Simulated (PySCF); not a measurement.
# How methods differ on the excitation energy of Rh

Rh [Kr] 4d8 5s1 (4F) → Rh [Kr] 4d8 5p1 (high-spin determinant), as a difference of total energies. Calculation: PySCF 2.14, in aug-cc-pVDZ-PP with ECP28MDF; a scalar-relativistic core potential. Correlated levels: valence: 4s2 4p6 frozen. The calculations carry no spin-orbit coupling.

| method | excitation energy (cm⁻¹) |
| --- | --- |
| UHF | 24309 |
| LDA | 31040 |
| PBE | 29636 |
| PBE0 | 28638 |
| r2SCAN | 29776 |
| wB97M-V | 27621 |
| M06-2X | 27339 |
| r2SCAN0 | 28983 |
| BP86 | 29983 |
| MP2 (valence) | 28708 |
| SCS-MP2 (valence) | 27843 |

The determinant of the upper state mixes LS terms, which raises its energy above the lowest term, most at the Hartree-Fock and MP2 levels.
